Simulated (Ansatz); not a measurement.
Mo7⁺, relaxed as a doublet with UKS PBE-D4/def2-SVP in Ansatz, starting from the GFN2-xTB geometry. Force threshold 0.02 eV/Å.

In the def2 sets Mo takes a core potential; there is no spin–orbit coupling. The relaxation made no stability test and no search for a lower SCF solution. No other spin state of charge 1 was run. The structure comes from a short search, and lower isomers may exist.

Start:

Cartesian coordinates in Å:
```
Mo 0.163 -1.408 0.227
Mo -0.235 1.397 -0.217
Mo -0.719 0.123 2.052
Mo -2.153 -0.333 -0.058
Mo 1.666 0.646 1.253
Mo 1.833 -0.149 -1.167
Mo -0.555 -0.275 -2.091
```

Estimate the energy that the relaxation releases and the steps that it takes.

51.1 kcal/mol, in 14 steps; 4 min on 4 threads of Arm Neoverse V2 on a shared host. No frequencies were taken in this run, so the end may be a saddle point.

Does the start keep its bonding and symmetry?

Bonds formed: Mo5–Mo7 (atoms count from 1). Point group C2 at the start, Cs at the end, both within 0.05 Å.

Predict the relaxed structure.


Cartesian coordinates in Å:
```
Mo 0.1351 -1.6671 0.3304
Mo -0.3842 1.6904 -0.1811
Mo -0.5663 0.1086 1.8831
Mo -1.9169 -0.4154 -0.1392
Mo 1.5229 0.7044 1.0631
Mo 1.6752 -0.3647 -1.0253
Mo -0.4658 -0.0564 -1.9308
```
Bond lengths (bridged metal pairs left out): 17 × Mo–Mo 2.32 to 3.67 Å.
